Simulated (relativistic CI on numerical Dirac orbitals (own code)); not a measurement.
## Magnetism of Pd²⁺, 4d8, in a crystal field

Calculated by Dirac-Coulomb-Breit CI, KLI orbitals optimised for each configuration, model QED (radiative potential, 1s self-energy scaled to tabulated hydrogen-like ionisation energies), valence Slater integrals scaled by 0.9, one configuration in a parametric crystal field (own radial code). With so little scaling, terms lie 10 to 35 % too far apart, which can change the order of excited levels.

Field parameters in Wybourne normalisation: D4h B²₀ = −7Ds, B⁴₀ = 21(Dq − Dt), B⁴₄ = 21√(5/14) Dq; Oh B⁴₀ = 21Dq, B⁴₄ = √(5/14) B⁴₀; Td as Oh with Dq negative (B⁴₀ = 21Dq, B⁴₄ = √(5/14) B⁴₀). The field is a parameter set, without covalency.

S is read from ⟨S²⟩ = S(S + 1).

Powder χT (cm³ K mol⁻¹) by Van Vleck's formula, with temperature-independent terms:

```tsv
Field	2 K	5 K	10 K	20 K	50 K	100 K	200 K	300 K
D4h, 10Dq = 10500, Ds = 2470, Dt = 730 cm⁻¹	0.0569	0.142	0.284	0.569	1.35	1.97	2.25	2.34
D4h, 10Dq = 26700, Ds = -110, Dt = 350 cm⁻¹	0.617	1.07	1.2	1.23	1.24	1.25	1.26	1.27
Oh, 10Dq = 21500 cm⁻¹	1.27	1.27	1.27	1.27	1.28	1.28	1.29	1.3
Oh, 10Dq = 22000 cm⁻¹	1.27	1.27	1.27	1.27	1.27	1.28	1.29	1.3
Td, 10Dq = -4000 cm⁻¹	0.0162	0.0405	0.081	0.162	0.405	0.809	1.58	2.17
Td, 10Dq = -8700 cm⁻¹	0.0113	0.0282	0.0564	0.113	0.282	0.564	1.12	1.61
Td, 10Dq = -9900 cm⁻¹	0.0108	0.0269	0.0539	0.108	0.269	0.539	1.07	1.55
Td, 10Dq = -13700 cm⁻¹	0.00975	0.0244	0.0488	0.0975	0.244	0.488	0.972	1.41
```

(1) For Td, 10Dq = -13700 cm⁻¹: what effective moment follows at 300 K?

Results:

(1) μ_eff = √(8χT) = 3.36 μB. The ground level has S = 1.00; the spin-only moment for S = 1 is 2.83 μB. The difference comes from the orbital moment, spin-orbit mixing of terms and temperature-independent paramagnetism, all larger in this ionic model than in covalent complexes. The ground level is a non-magnetic singlet, so χT starts at zero and rises through temperature-independent paramagnetism and the filling of excited levels.
